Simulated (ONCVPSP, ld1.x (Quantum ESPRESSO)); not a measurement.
## Potentials for C compared

Generated with ld1.x 7.5 (TM, RRKJ, ultrasoft, PAW), atompaw 4.2 or ONCVPSP 4.0.1. The cutoff is in Ry: for ld1.x and atompaw files where the sum of valence levels is converged to 10 mRy in a Bessel basis, for ONCV files where the hardest occupied wave has 1 mHa per electron of residual kinetic energy. The error is the largest all-electron minus pseudo excitation energy over each file’s own four to seven test configurations (ionisations up to +4, promotions, holes and added fractions of an electron), all of which were solved. The labels leave out finer settings (local radius, basis sizes, second energies), which also bear on the numbers. Spin-polarised tests are not counted. The rows are a selection from randomly drawn settings: files with unsolved tests, undetermined cutoffs or missed reference levels are left out.

A true bound ghost makes a file unfit for plane-wave use even where its test errors are small: the radial tests pick states by their node count and pass the ghost by.

| potential | cutoff (Ry) | largest error (meV) | bound ghosts |
| --- | --- | --- | --- |
| ONCV, LDA (Perdew-Wang 92), scalar-relativistic, rc 0.95/1.40/1.25 (spd), local smoothed, core correction yes, reference 2s2 2p1.5, qcut 5.8/4.9/7.3, projectors 2/1/2 | 170 | +144 | none |
| ONCV, LDA (Perdew-Zunger), scalar-relativistic, rc 1.25/2.75/2.20 (spd), local smoothed, core correction no, reference 2s2 2p1, qcut 4.7/6.3/3.8, projectors 2/2/2 | 104 | +816 | none |
| ultrasoft, LDA (PZ), scalar-relativistic, rc 1.30/2.00/2.25 (spd), local smoothed, core correction yes, reference 2s1.75 2p2.25 | 15 | +78 | none |
| ONCV, PW91, scalar-relativistic, rc 1.00/2.30/1.80 (spd), local smoothed, core correction no, reference 2s2 2p0.5, qcut 5.9/5.9/4.5, projectors 2/2/1 | 41 | +307 | none |
| ONCV, PBE, scalar-relativistic, rc 1.00/2.45/2.20 (spd), local smoothed, core correction yes, reference 2s1.75 2p2.25, qcut 8.4/6.6/3.7, projectors 3/1/1 | 40 | +525 | s |
| ONCV, LDA (Perdew-Wang 92), scalar-relativistic, rc 0.85/2.40/1.95 (spd), local smoothed, core correction yes, reference 2s2 2p2, qcut 7/5/4.6, projectors 2/2/2 | 40 | +1355 | d |
| ONCV, LDA (Perdew-Wang 92), scalar-relativistic, rc 1.00/1.95 (sp), local s, core correction yes, reference 2s2 2p2, qcut 6.5/6.1, projectors 0/2 | 39 | +675 | none |

Fill in the row for C: ONCV, PBE, non-relativistic, rc 1.15/1.80 (sp), local smoothed, core correction yes, reference 2s1.5 2p2.5, qcut 6.2/8.1, projectors 2/2.

cutoff 37 Ry, largest error +216 meV, bound ghosts: none.

Fill in the row for C: TM, PBE, fully relativistic, rc 0.85/1.75/1.85 (spd), local p, core correction no, reference 2s2 2p2.

cutoff 80 Ry, largest error +452 meV, bound ghosts: none.
